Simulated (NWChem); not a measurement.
Species: C₂H₂F, doublet; SMILES C=[C]F

```xyz
5

C      0.1358     1.1980     0.0000
C     -0.4234     0.0046     0.0000
F      0.1094    -1.1792     0.0000
H      1.2276     1.3044     0.0000
H     -0.4876     2.0927     0.0000
```
Atoms are numbered in this order, from 1.

In the optimisation the excess spin sits in a' (Cs, its own frame). Structure relaxed at the PBE0/def2-SVP, spin-unrestricted level. No stability test was run on the SCF state.

Symmetry labels are those of Cs in the frame above (b1 and b2, or b-type labels, depend on it).

### Question
List the 6 lowest vertical excitations from CAM-B3LYP/6-31+G* (spherical d), spin-unrestricted, TDA (NWChem).

### Answer
| state | energy (eV) | oscillator strength | symmetry of the excitation | <S²> |
|---|---|---|---|---|
| state 1 | 2.67 | 0.003 | a" | 0.77 |
| state 2 | 4.82 | 0.001 | a' | 2.72 |
| state 3 | 5.65 | 0.006 | a" | 0.78 |
| state 4 | 7.11 | 0.002 | a" | 2.66 |
| state 5 | 7.11 | 0.044 | a' | 0.80 |
| state 6 | 7.35 | 0.078 | a" | 0.86 |
